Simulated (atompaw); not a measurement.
Reading a pseudo-wave (Zr (Z = 40))

Columns: radius, all-electron u(r) and pseudo u(r) of the 5p shell (level -6.26 eV) of zirconium in the configuration [Ar] 3d10 4s2 4p6 4d2 5s1 5p0; PBE, scalar-relativistic, PAW (atompaw) scheme, atompaw 4.2.0.5.

| r (bohr) | all-electron | pseudo |
| --- | --- | --- |
| 0.100 | -0.0880 | -0.0029 |
| 0.200 | 0.0470 | -0.0112 |
| 0.300 | 0.1404 | -0.0244 |
| 0.400 | 0.1263 | -0.0414 |
| 0.500 | 0.0487 | -0.0608 |
| 0.600 | -0.0466 | -0.0810 |
| 0.700 | -0.1323 | -0.1004 |
| 0.800 | -0.1963 | -0.1171 |
| 0.900 | -0.2352 | -0.1295 |
| 1.000 | -0.2502 | -0.1360 |
| 1.100 | -0.2447 | -0.1356 |
| 1.200 | -0.2225 | -0.1274 |
| 1.300 | -0.1879 | -0.1111 |
| 1.400 | -0.1444 | -0.0869 |
| 1.500 | -0.0952 | -0.0553 |
| 1.600 | -0.0428 | -0.0174 |
| 1.700 | 0.0108 | 0.0255 |
| 1.800 | 0.0643 | 0.0717 |
| 1.900 | 0.1164 | 0.1195 |
| 2.000 | 0.1663 | 0.1674 |
| 2.100 | 0.2137 | 0.2139 |
| 2.200 | 0.2579 | 0.2579 |
| 2.300 | 0.2989 | 0.2989 |
| 2.400 | 0.3365 | 0.3365 |
| 2.500 | 0.3707 | 0.3707 |
| 2.600 | 0.4014 | 0.4014 |

Task: How many radial nodes do the two functions have?

Result: The all-electron 5p function has n − l − 1 = 3; the pseudo-wave has 1, since 1 lower shell of the same l stays in the valence.

Task: At about which radius was the pseudo-wave matched?

Result: 2.35 bohr. The columns agree to 0.0005 from 2.10 bohr on; several derivatives are matched, so the curves merge somewhat inside the radius.

Task: Is the pseudo-wave norm-conserving?

Result: No, it belongs to a PAW set: the norm inside the radius is not constrained, and the difference is carried by the augmentation charge.
